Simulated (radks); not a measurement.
Task: The neodymium ion Nd22+, 38 electrons, occupied as [Kr] 4d2. Method: scalar-relativistic Kohn-Sham, PBE, spin-polarised, spherical densities, point nucleus; open shells are filled with parallel spins first (spin-orbit coupling, left out, can overturn this in heavy ions); computed with a radial shooting solver on a logarithmic mesh with Libxc functionals. Some entries of the table are withheld. Estimate them.

orbital  occ.  eigenvalue (eV)  <1/r> (bohr^-1)  r(max) (bohr)
1s up       1        -44043.58            66.06        0.01510
1s down     1        -44043.56            66.06        0.01510
2s up       1        -7660.174            15.27        0.08548
2s down     1        -7658.741            15.27        0.08547
2p up       3        -6916.006            14.39        0.06891
2p down     3        -6914.884            14.39        0.06891
3s up       1        -2139.723            5.603         0.2429
3s down     1        -2139.016            5.604         0.2429
3p up       3        -1905.020            5.299         0.2377
3p down     3        -1904.221            5.300         0.2377
3d up       5        -1583.273            5.035         0.1947
3d down     5        -1582.052            5.035         0.1948
4s up       1        -859.0008            2.529         0.5443
4s down     1        -854.5738            2.529         0.5440
4p up       3        -775.4954            2.384         0.5607
4p down     3        -771.1064            2.383         0.5604
4d up       2        -657.8571              (1)         0.5670
4d down     0        -653.5484              (2)         0.5668

Result: 
(1) 4d up <1/r> (bohr^-1): 2.204
(2) 4d down <1/r> (bohr^-1): 2.203
